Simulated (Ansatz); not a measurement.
Two structures of CH5GaO, singlet, reached by relaxing down either side of one saddle point (PBE0-D4/def2-TZVP). Energies are electronic, without zero-point energy. Ansatz 0.2.0; basis: def2-TZVPP and def2-QZVPP; cores frozen in the correlated methods. Filled d shells of the heavier atoms are correlated. The def2 sets are not built for correlating such inner shells, so the correlated values are less sure here. Extrapolation: Hartree–Fock as exp(−7.88 √X), correlation as X^−2.97. First:

Ga1  (-0.743, -0.029, -0.542)
C2  (0.708, 0.731, 0.540)
O3  (-0.874, -1.811, -0.699)
H4  (-0.198, -2.298, -0.224)
H5  (-1.861, 0.723, -1.328)
H6  (0.295, 1.335, 1.352)
H7  (1.328, 1.391, -0.071)
H8  (1.345, -0.042, 0.972)
(Å)

Second:

```json
{"atom": "Ga1", "x (Å)": "-1.6130", "y (Å)": "-0.4630", "z (Å)": "-1.1890"}
{"atom": "C2", "x (Å)": "0.9645", "y (Å)": "0.3000", "z (Å)": "0.7118"}
{"atom": "O3", "x (Å)": "-1.3763", "y (Å)": "-2.0823", "z (Å)": "-1.0739"}
{"atom": "H4", "x (Å)": "0.7176", "y (Å)": "-0.7406", "z (Å)": "0.4946"}
{"atom": "H5", "x (Å)": "-1.8600", "y (Å)": "1.0350", "z (Å)": "-1.3160"}
{"atom": "H6", "x (Å)": "0.1366", "y (Å)": "0.7841", "z (Å)": "1.2324"}
{"atom": "H7", "x (Å)": "1.1849", "y (Å)": "0.8370", "z (Å)": "-0.2123"}
{"atom": "H8", "x (Å)": "1.8458", "y (Å)": "0.3299", "z (Å)": "1.3523"}
```

**Question.** Which bonds change from the first to the second?

**Answer.** CH₅GaO ([CH3][GaH][OH]) → GaHO ([O][GaH]) + CH₄; bonds formed: C2–H4; bonds broken: Ga1–C2, O3–H4.

**Question.** Give the saddle point's structure and its height above each. (To be estimated.)

**Answer.** By the calculation: 294.8 kJ/mol above the first and 123.8 kJ/mol above the second (CCSD(T) at an estimated basis limit (MP2 extrapolated from triple and quadruple zeta, plus CCSD(T) − MP2 in triple zeta)).
```xyz
8
angstrom
Ga -1.1219 -0.2089 -0.8231
C 0.6675 0.2903 0.4958
O -0.6412 -1.8215 -0.5314
H 0.2078 -0.9163 0.1184
H -1.8631 1.0420 -1.3174
H 0.1199 0.8920 1.2272
H 1.1713 0.9453 -0.2213
H 1.4598 -0.2228 1.0518
```

No T1 diagnostic of these runs exceeds 0.026. The T1 diagnostic is large here, which may signal multireference character or strong orbital relaxation, so CCSD(T) is less sure.

Labels in which every atom is bracketed show which atoms are joined, not bond orders.

For scale, one of the runs: CCSD(T)/def2-TZVPP, 180 basis functions, launched by `ansatz run in.yaml --threads 2 --pin off --events-out ev --progress --plain --max-ram 4352MiB`. The run took 65 s on 2 CPU threads of an Arm Neoverse V1 (shared host), with 1.8 GiB of host memory at its peak.
